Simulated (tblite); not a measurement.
Compound: C8H7B.
Atom-mapped SMILES: `[BH2:1][C@@H:2]1[CH:3]=[CH:4][C@@H:5]1[C:6]#[C:7][C:8]#[CH:9]` (hydrogens: H10, H11 on B1; H12 on C2; H13 on C3; H14 on C4; H15 on C5; H16 on C9)

Computed with GFN2-xTB (tblite), gas phase: L-BFGS steps from a force-field or distance-geometry start until the largest atomic force falls under 0.01 eV/Å.

Step 12: E = -591.1082 eV
```
atom  x, y, z in Å  |  force x, y, z in eV/Å
B1     -0.8193    1.8646    0.5329   -0.003  -0.059   0.002
C2     -1.5366    0.6665   -0.1803    0.034  -0.015  -0.053
C3     -2.2070   -0.4054    0.6570   -0.055   0.028  -0.003
C4     -1.5051   -1.4106    0.1517   -0.048   0.002  -0.054
C5     -0.6926   -0.5251   -0.7674    0.109  -0.023  -0.013
C6      0.7049   -0.5045   -0.4475    0.115   0.017   0.053
C7      1.8490   -0.4683   -0.0613    0.112  -0.036  -0.019
C8      3.1605   -0.4526    0.2988   -0.027  -0.048  -0.049
C9      4.3250   -0.4607    0.6082    0.072  -0.006   0.012
H10    -1.4466    2.6856    1.0802   -0.039  -0.060   0.004
H11     0.3462    1.9352    0.4946   -0.024   0.120   0.044
H12    -2.2421    1.0544   -0.9247    0.008   0.009  -0.008
H13    -2.9939   -0.3292    1.3830   -0.028   0.022   0.059
H14    -1.4691   -2.4736    0.3107   -0.001   0.040   0.017
H15    -0.8233   -0.6964   -1.8399   -0.104  -0.018   0.020
H16     5.3424   -0.4710    0.8723   -0.122   0.025  -0.011
```

Step 13: E = -591.1109 eV
```
atom  x, y, z in Å  |  force x, y, z in eV/Å
B1     -0.8225    1.8668    0.5397   -0.008  -0.054  -0.046
C2     -1.5332    0.6672   -0.1804    0.034  -0.034  -0.058
C3     -2.2051   -0.4036    0.6578   -0.033  -0.015  -0.052
C4     -1.5049   -1.4109    0.1521   -0.055   0.054  -0.039
C5     -0.6897   -0.5273   -0.7686    0.063  -0.017   0.017
C6      0.7077   -0.5098   -0.4494    0.031   0.027   0.020
C7      1.8520   -0.4733   -0.0653    0.067  -0.032  -0.028
C8      3.1609   -0.4565    0.2939    0.079  -0.045  -0.010
C9      4.3242   -0.4610    0.6081   -0.032  -0.005  -0.018
H10    -1.4512    2.6888    1.0861   -0.042  -0.094  -0.004
H11     0.3416    1.9470    0.4980   -0.003   0.103   0.050
H12    -2.2361    1.0524   -0.9293    0.010   0.017   0.015
H13    -2.9944   -0.3267    1.3814   -0.016   0.023   0.059
H14    -1.4700   -2.4739    0.3125   -0.003   0.048   0.013
H15    -0.8246   -0.7016   -1.8416   -0.089   0.003   0.064
H16     5.3381   -0.4686    0.8732   -0.003   0.022   0.018
```

Step 14: E = -591.1132 eV
```
atom  x, y, z in Å  |  force x, y, z in eV/Å
B1     -0.8246    1.8665    0.5446   -0.007  -0.025  -0.078
C2     -1.5303    0.6671   -0.1817    0.026  -0.036  -0.038
C3     -2.2050   -0.4020    0.6576   -0.020  -0.032  -0.077
C4     -1.5059   -1.4103    0.1513   -0.042   0.066  -0.011
C5     -0.6866   -0.5291   -0.7693   -0.002  -0.007   0.039
C6      0.7106   -0.5127   -0.4495   -0.041   0.024  -0.018
C7      1.8556   -0.4775   -0.0687    0.011  -0.030  -0.039
C8      3.1623   -0.4602    0.2900    0.124  -0.039   0.009
C9      4.3241   -0.4615    0.6079   -0.071  -0.005  -0.030
H10    -1.4554    2.6887    1.0895   -0.048  -0.117  -0.004
H11     0.3385    1.9579    0.5012    0.007   0.080   0.051
H12    -2.2320    1.0512   -0.9326    0.017   0.022   0.025
H13    -2.9951   -0.3245    1.3815    0.007   0.023   0.034
H14    -1.4708   -2.4729    0.3141   -0.007   0.042   0.009
H15    -0.8281   -0.7054   -1.8419   -0.054   0.014   0.084
H16     5.3350   -0.4665    0.8743    0.099   0.020   0.044
```

Question: Estimate the geometry and energy of step 15. (The exact step hangs on the optimiser's Hessian estimate; all steps are aligned on step 14, rigid shifts and turns removed.)

Answer: E = -591.1154 eV, largest force 0.167 eV/Å
```
atom  x, y, z in Å  |  force x, y, z in eV/Å
B1     -0.8263    1.8650    0.5478    0.002   0.016  -0.091
C2     -1.5273    0.6664   -0.1838    0.007  -0.018  -0.004
C3     -2.2059   -0.4006    0.6563   -0.017  -0.023  -0.074
C4     -1.5074   -1.4090    0.1499   -0.019   0.046   0.024
C5     -0.6837   -0.5308   -0.7694   -0.064   0.004   0.049
C6      0.7132   -0.5146   -0.4492   -0.080   0.014  -0.047
C7      1.8594   -0.4819   -0.0726   -0.032  -0.030  -0.048
C8      3.1646   -0.4645    0.2862    0.115  -0.031   0.013
C9      4.3248   -0.4620    0.6076   -0.050  -0.006  -0.025
H10    -1.4602    2.6858    1.0920   -0.056  -0.130  -0.002
H11     0.3359    1.9698    0.5051    0.009   0.051   0.046
H12    -2.2283    1.0506   -0.9352    0.024   0.026   0.021
H13    -2.9955   -0.3220    1.3823    0.030   0.022  -0.002
H14    -1.4716   -2.4707    0.3157   -0.013   0.023   0.006
H15    -0.8331   -0.7085   -1.8406   -0.012   0.018   0.077
H16     5.3336   -0.4641    0.8760    0.156   0.018   0.057
```

The energy changes by -0.0022 eV. The first-order estimate −F·Δx gives -0.0030 eV and the mean of the old and new forces, exact on a quadratic surface, -0.0022 eV. The step makes an angle of 64° with the force vector and moves no atom by more than 0.013 Å.

The cost below is that of the whole relaxation. Time: 1.1 s wall. Hardware: one thread of an Arm Neoverse N1, on a shared host.
